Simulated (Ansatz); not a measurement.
`C[SiH](S)CS` → `CSC([SiH3])S`  (isomerisation)

Gas-phase electronic energies from Ansatz, PBE0-D4/def2-TZVP geometries. CCSD(T)/CBS is the MP2 limit (def2-TZVPP, def2-QZVPP) plus CCSD(T) − MP2 in def2-TZVPP, frozen cores. Functionals use def2-TZVPP. B3LYP here is the variant with VWN-RPA as its local correlation; programs differ in this. Each species was taken in one conformer, which may not be the lowest.

```json
{"level": "B3LYP-D4", "ΔE (kJ/mol)": "162.8"}
{"level": "PBE0", "ΔE (kJ/mol)": "168.6"}
{"level": "SCS-MP2/def2-TZVPP", "ΔE (kJ/mol)": "162.4"}
{"level": "MP2/def2-QZVPP", "ΔE (kJ/mol)": "165.8"}
```

Question: What does CCSD(T)/CBS give? (Estimate.)

Answer: Computed: +165.0 kJ/mol. The listed levels differ from it by -2.2, 3.6, -2.6, 0.8 kJ/mol.

Largest T1 diagnostic among the species: 0.011.

The D4 term adds −3.6 kJ/mol with B3LYP and −1.5 kJ/mol with PBE0; it sums over pairs of atoms, weighted by their polarisabilities, and B3LYP, whose exchange is more repulsive, gets the larger term. From PBE to PBE0 (25 % exact exchange), in def2-TZVPP and without D4, ΔE moves by +6.1 kJ/mol. In def2-TZVPP, CCSD(T) changes the Hartree–Fock value by −7.7 kJ/mol (the triples alone add −3.2 kJ/mol) and MP2 by −7.0 kJ/mol.
